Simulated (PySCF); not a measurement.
1,2,4-tricyanobenzene, C9H3N3.
SMILES with atom numbers: `[N:1]#[C:2][c:3]1[cH:4][cH:5][c:6]([C:7]#[N:8])[c:9]([C:10]#[N:11])[cH:12]1` (hydrogens: H13 on C4; H14 on C5; H15 on C12)

Computed with PySCF at B3LYP/def2-SVPD, non-relativistic, on one gas-phase PBE0-D3(BJ)/def2-SVP geometry that isn't relaxed in the solvent. The solvent is an IEF-PCM continuum (Bondi radii, 1.10 Å for H, scaled by 1.2), and excitations are vertical TDDFT with non-equilibrium linear response and a frozen core. The model holds no explicit solvent molecules, cavitation or dispersion.

Gas-phase singlets (H = HOMO, L = LUMO):

```json
{"state": "S1", "E (eV)": "4.512", "λ (nm)": "275", "f": "0.019", "leading configurations": "H-1→L 63%, H→L+1 36%"}
{"state": "S2", "E (eV)": "4.803", "λ (nm)": "258", "f": "0.294", "leading configurations": "H→L 93%"}
{"state": "S3", "E (eV)": "5.543", "λ (nm)": "224", "f": "0.000", "leading configurations": "H-2→L 71%, H-4→L 18%"}
{"state": "S4", "E (eV)": "5.612", "λ (nm)": "221", "f": "0.532", "leading configurations": "H→L+1 54%, H-1→L 31%"}
{"state": "S5", "E (eV)": "5.648", "λ (nm)": "220", "f": "0.000", "leading configurations": "H-4→L 69%, H-2→L 22%"}
```

Give the list for benzene (ε = 2.271), n² = 2.25.

```json
{"state": "S1", "E (eV)": "4.495", "λ (nm)": "276", "f": "0.054", "leading configurations": "H-1→L 71%, H→L+1 28%", "change by rank (eV)": "-0.017"}
{"state": "S2", "E (eV)": "4.729", "λ (nm)": "262", "f": "0.416", "leading configurations": "H→L 95%", "change by rank (eV)": "-0.074"}
{"state": "S3", "E (eV)": "5.532", "λ (nm)": "224", "f": "0.805", "leading configurations": "H→L+1 67%, H-1→L 25%", "change by rank (eV)": "-0.011"}
{"state": "S4", "E (eV)": "5.675", "λ (nm)": "218", "f": "0.000", "leading configurations": "H-3→L 62%, H-4→L 21%", "change by rank (eV)": "+0.063"}
{"state": "S5", "E (eV)": "5.772", "λ (nm)": "215", "f": "0.000", "leading configurations": "H-4→L 63%, H-3→L 29%", "change by rank (eV)": "+0.124"}
```

How does the list change in acetonitrile (ε = 35.69)?

```csv
state,E (eV),λ (nm),f,leading configurations,change by rank (eV)
S1,4.475,277,0.070,"H-1→L 76%, H→L+1 23%",-0.037
S2,4.775,260,0.387,H→L 94%,-0.028
S3,5.641,220,0.771,"H→L+1 72%, H-1→L 21%",+0.098
S4,5.828,213,0.000,"H-3→L 56%, H-4→L 22%",+0.216
S5,5.906,210,0.368,H-1→L+1 91%,+0.258
```

How do the frontier levels move from gas to acetonitrile?

| orbital | gas (eV) | solvent (eV) | change (eV) |
| --- | --- | --- | --- |
| LUMO+2 | -0.65 | -0.48 | +0.17 |
| LUMO+1 | -2.82 | -2.21 | +0.61 |
| LUMO | -3.59 | -3.14 | +0.45 |
| HOMO | -8.57 | -8.17 | +0.40 |
| HOMO-1 | -8.93 | -8.34 | +0.59 |
| HOMO-2 | -10.20 | -9.94 | +0.26 |
| HOMO-3 | -10.22 | -10.05 | +0.17 |

The HOMO–LUMO gap goes from 4.98 to 5.03 eV. Rows go by rank; for HOMO-3 and HOMO-2 the atom shares or the degeneracy differ between the runs, so the row needn't follow one orbital.
